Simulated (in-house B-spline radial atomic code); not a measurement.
Whole-atom quantities along the 50-electron series, configuration 1s2 2s2 2p6 3s2 3p6 3d10 4s2 4p6 4d10 4f5/2(2) 5s2. Breit and QED terms are first order and not part of the total energy; the density at the nucleus is averaged over the nuclear charge. Computed with an all-electron radial atomic-structure program (B-spline basis): Dirac-Hartree-Fock, jj configuration that fills j = l - 1/2 first, finite nuclei.

```csv
ion,Z,E/Z² (Eh),Σ<r²> (bohr²),n(0)/Z³ (bohr⁻³),Lamb diamagnetic shielding (ppm),repulsion over attraction,Breit energy (eV),self-energy (eV),vacuum polarisation (eV)
Pr9+,59,-2.6481,16.995,1.92,6694.8,0.14018,210.29,164.3,-23.916
Nd10+,60,-2.6665,15.694,1.983,6851.57,0.13847,222.78,174.64,-25.788
Pm11+,61,-2.6848,14.564,2.0462,7009.38,0.13676,235.79,185.48,-27.781
Sm12+,62,-2.7027,13.568,2.1052,7168.26,0.13505,249.34,196.83,-29.901
Eu13+,63,-2.7205,12.683,2.1758,7328.34,0.13335,263.43,208.73,-32.162
Gd14+,64,-2.738,11.891,2.248,7489.64,0.13167,278.09,221.18,-34.567
```

(1) With what power of Z does the column «Breit energy (eV)» change over this range?

Answers

(1) A fit of the logarithm of its size against log Z from Z = 59 to 64 has slope 3.44.
